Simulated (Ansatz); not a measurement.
Consider the formal exchange of groups at the Si–C bond: `[SiH3]C([SiH3])S` + `COBCl` → `COB([SiH3])Cl` + `[SiH3]CS`.

Program: Ansatz. Geometries: PBE0-D4/def2-TZVP. ΔE: electronic, gas phase. CCSD(T)/CBS adds triple-zeta CCSD(T) − MP2 to the extrapolated MP2 energy (def2 sets, frozen cores). DFT in def2-TZVPP. B3LYP here is the variant with VWN-RPA as its local correlation; programs differ in this. One conformer a species, not always the lowest.

`[SiH3]C([SiH3])S`:

```xyz
12

Si    1.360    0.428    0.839
C    -0.440    0.419    0.302
Si   -0.779   -0.173   -1.449
S    -1.420   -0.576    1.479
H     2.184    1.246   -0.094
H     1.861   -0.972    0.816
H     1.478    0.974    2.214
H    -0.834    1.436    0.403
H    -2.229   -0.064   -1.751
H    -0.356   -1.595   -1.551
H    -0.004    0.630   -2.436
H    -0.821   -1.752    1.228
```

`COBCl`:

Z-matrix (Å, degrees):
```
C
O 1 1.416
H 1 1.091 2 108.7
H 1 1.093 2 111.5 3 120.8
H 1 1.091 2 108.6 3 -118.4
B 2 1.334 1 121.8 3 -120.7
Cl 6 1.755 2 118.3 1 -180.0
H 6 1.195 2 122.7 1 0.0
```

`COB([SiH3])Cl`:

Cartesian coordinates in Å:
```
C 1.555 -1.459 -0.278
O 0.310 -0.781 -0.322
B 0.022 0.402 0.225
Si -1.830 1.195 0.044
Cl 1.245 1.328 1.133
H 1.409 -2.408 0.240
H 2.316 -0.871 0.236
H 1.869 -1.657 -1.303
H -2.409 1.425 1.396
H -1.742 2.513 -0.643
H -2.745 0.312 -0.727
```

`[SiH3]CS`:

```xyz
9

Si    0.567   -0.636    0.663
C    -0.626   -0.049   -0.663
S    -0.242    1.640   -1.198
H     1.948   -0.665    0.121
H     0.194   -1.996    1.143
H     0.510    0.308    1.812
H    -0.508   -0.669   -1.555
H    -1.668   -0.129   -0.348
H    -0.175    2.195    0.024
```

```
             level  ΔE (kJ/mol)  difference from CCSD(T)/CBS
            PBE-D4          9.2                         -9.9
         r2SCAN-D4         14.6                         -4.5
           PBE0-D4         13.3                         -5.8
          B3LYP-D4         16.0                         -3.1
           ωB97M-V         21.6                          2.5
            B2PLYP         17.0                         -2.1
               PBE          6.3                        -12.8
              PBE0         10.7                         -8.4
             B3LYP         11.3                         -7.8
     HF/def2-TZVPP         20.2                          1.1
    MP2/def2-TZVPP         26.5                          7.4
SCS-MP2/def2-TZVPP         24.8                          5.7
   CCSD/def2-TZVPP         19.2                          0.1
     HF/def2-QZVPP         20.8                          1.7
    MP2/def2-QZVPP         26.7                          7.6
      HF/CBS(def2)         20.9                          1.8
       CCSD(T)/CBS         19.1                            0
```

Largest T1 diagnostic among the species: 0.013.

From PBE to PBE0 (25 % exact exchange), in def2-TZVPP and without D4, ΔE moves by +4.4 kJ/mol. The D4 term adds +4.8 kJ/mol with B3LYP and +2.6 kJ/mol with PBE0; it sums over pairs of atoms, weighted by their polarisabilities, and B3LYP, whose exchange is more repulsive, gets the larger term.
